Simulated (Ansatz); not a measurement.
```yaml
crystal:
  periodic: [false, false, false]
  atoms:
    - {symbol: N, position_ang: [-0.072326, 1.292632, -0.556693]}
    - {symbol: C, position_ang: [0.356753, 0.054564, 0.184908]}
    - {symbol: F, position_ang: [1.454233, -0.458396, -0.590467]}
    - {symbol: Te, position_ang: [-1.447491, -1.405072, -0.218587]}
    - {symbol: H, position_ang: [-0.465437, 1.161740, -1.327235]}
    - {symbol: H, position_ang: [-0.123575, 1.774828, 0.115409]}
    - {symbol: H, position_ang: [0.708752, 0.153397, 1.486194]}
    - {symbol: H, position_ang: [-0.146451, -2.677691, 0.238204]}
basis:
  gaussian: {orbitals: def2-SVP}
hamiltonian: {xc: {name: PBE-QIDH}}
accuracy: high
relax: {f_tol: 0.001, max_steps: 1}
output: {forces: true}
```

```sh
$ ansatz run in.yaml --threads 2 --pin off --events-out ev --progress --plain --max-ram 4352MiB
```

Output, abridged:

```
Functional definition: PBE-QIDH
2240 factors; integrals over basis functions are off by at most 1.8e-9 eV
mean field evaluation 1: about -12567.7763 eV, gradient 4.2e1 eV
mean field evaluation 2: about -12568.0494 eV, gradient 4.2e1 eV
mean field evaluation 4: about -12571.5768 eV, gradient 3.5e0 eV
mean field evaluation 8: about -12571.6254 eV, gradient 2.9e-1 eV
mean field evaluation 16: about -12571.6258 eV, gradient 4.4e-4 eV
mean field -12571.62578934 eV, -461.9987264042 hartree, gradient 4.5e-8 eV, S^2 0.000000; 0 other end points of the search recorded, 0 dependent functions left out
7 core orbitals not correlated: weight in the atoms' cores, before any rotation towards them, 1.000 or more for the frozen orbitals, at most 0.000 for the correlated occupied ones
reference -12571.62579021 eV, -461.9987264362 hartree; 18, 18 occupied and 63, 63 virtual orbitals, 2240 factors
second order -19.34531458 eV of doubles, -0.00000000 eV of singles
relax step   1: F+E_penalty+E_count = -12578.07422753 eV  Δ(F+E_penalty+E_count) = +0.000e0 eV  max|allowed force component| = 1.112e1 eV/Å  Δτ_max = 0.0000 Å  (52 SCF iters, accepted)
Error: geometry relaxation did not converge after 1 steps: max|allowed force component| = 1.11e1 eV/Å (threshold 1.0e-3). Raise `relax.max_steps` over both its present limit and 1, loosen `relax.f_tol`, or start from a geometry closer to equilibrium. Where this run's directory can be resumed (`checkpoint.write`), a resume goes on for up to `relax.max_steps` more
```

In this input the relaxation is allowed too few steps for its threshold. The run did not converge.
